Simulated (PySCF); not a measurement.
# Reading the logs of faulty runs: H4NO2Si

Calculated results; nothing here was measured. They come from PySCF 2.14.0, an open-source quantum chemistry program, on an isolated molecule that a program drew, which may never have been made. The molecule is H4NO2Si (charge 0, doublet), drawn as the SMILES string `N[Si](O)O`.

Each row is a Hartree-Fock (HF) and frozen-core CCSD(T) single point in the cc-pV(D+d)Z basis, meant for a local HF minimum. Run 1 is clean. Each other run has one planted mistake out of seven kinds, and not every kind appears here: one electron removed, one electron added, multiplicity raised by two, geometry at a saddle point, minimal basis STO-3G, one bond length entered in bohr, all coordinates scaled. The reference is restricted for singlets and unrestricted otherwise, and also for a bond in bohr. Adding or removing an electron swaps singlet and doublet. Electrons count all cores. HOMO and LUMO are orbital energies over both spins, the gradient is its largest component, and the lowest frequency (negative if imaginary) is given only where the gradient is small. Bond lengths are over the 7 bonds as drawn. T1 is the CCSD diagnostic: over 0.02 (restricted) or 0.045 (unrestricted) a single reference is doubtful.

Geometry of the clean run:
```xyz
8
H4NO2Si, angstrom
N    -1.0352    1.0286   -1.6185
Si    0.6564    0.8550   -1.4175
O     1.5003    1.7240   -2.5340
O     1.1404    1.4741    0.0353
H    -1.4973    0.4092   -2.2581
H    -1.4056    1.9590   -1.7175
H     2.3789    1.9902   -2.3049
H     0.7209    1.1325    0.8110
```

| run | electrons | basis functions | <S^2> | HOMO (eV) | LUMO (eV) | gradient (hartree/bohr) | lowest frequency (cm^-1) | mean bond (Å) | longest bond (Å) | T1 | HF (hartree) | CCSD(T) (hartree) | mistake |
|---|---|---|---|---|---|---|---|---|---|---|---|---|---|
| 1 | 41 | 85 | 0.753 | -8.80 | 2.54 | 2.2e-05 | 111 | 1.2732 | 1.712 | 0.0137 | -495.53464 | -496.19579 | no fault |
| 2 | 41 | 28 | 0.755 | -5.59 | 6.45 | 4.7e-02 | - | 1.2732 | 1.712 | 0.0151 | -489.33987 | -489.51348 | minimal basis STO-3G |
| 3 | 41 | 85 | 0.753 | -8.54 | 2.80 | 3.0e-02 | - | 1.2389 | 1.666 | 0.0129 | -495.52766 | -496.18235 | all coordinates scaled |
| 4 | 41 | 85 | 1.680 | -6.64 | 1.31 | 1.3e-02 | - | 1.4832 | 3.121 | 0.0699 | -495.36810 | -496.01906 | one bond length entered in bohr |
| 5 | 42 | 85 | 0.000 | 0.65 | 10.00 | 1.4e-01 | - | 1.2732 | 1.712 | 0.0152 | -495.47209 | -496.16243 | ? |

**Which mistake was planted in run 5, and what did it cost?**

It counts 42 electrons, one more than the clean run, at the same geometry and basis. So the mistake is: one electron added. Subtracting run 1 and multiplying by 627.51 kcal/mol a hartree, the energy moved by 39.3 kcal/mol in HF and 20.9 kcal/mol in CCSD(T).

Cautions from the logs. Run 4: T1 is over the limit, so its CCSD(T) energy is less reliable; run 5: the HOMO is above zero, so the electron isn't bound and the energy depends on the basis.
